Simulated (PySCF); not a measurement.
Bond length, frequency and bond energy of MgSe by level of theory

State: ¹Σ⁺ (singlet), closed shell. Set-up: basis Mg x2c-TZVPPall, Se x2c-TZVPPall; spin-free X2C with a Gaussian nucleus; PySCF 2.14. De refers to Mg + Se in their high-spin ground configurations, without counterpoise correction. A positive dipole means Mg(−)Se(+).

```csv
Level,Re (Å),ωe (cm⁻¹),De (eV),μ (D)
RHF,2.257,432,0.213,-8.63
RHF-MP2,2.256,448,1.91,n/a
RHF-SCS-MP2,2.265,435,1.74,n/a
RHF-CCSD,2.269,417,1.45,n/a
RHF-CCSD(T),2.274,418,1.69,n/a
LDA,2.238,435,2.63,-6.64
PBE,2.269,418,2.07,-6.63
PW91,2.267,420,2.11,-6.65
r²SCAN,2.249,440,2.10,-7.27
r²SCANh,2.245,443,2.00,-7.44
PBE0,2.252,433,1.83,-7.28
M06-2X,2.254,438,1.52,-7.40
ωB97X,2.238,442,1.73,-7.94
```

The bond length runs from 2.238 Å (LDA) to 2.274 Å (RHF-CCSD(T)). De spans 0.21 eV (RHF, mean field) to 2.63 eV (LDA, local density). Correlation at CCSD(T) changes the Hartree–Fock bond energy by +1.48 eV; the triples alone change it by +0.24 eV.

Correlated steps freeze 10 core orbitals. Where the molecule has an RHF reference, its open-shell atoms are computed with UHF.

The whole job (state search and all levels along the bond) took about 7.7 min on 1 thread of Arm Neoverse V2 (shared host), peak memory 1.5 GiB.
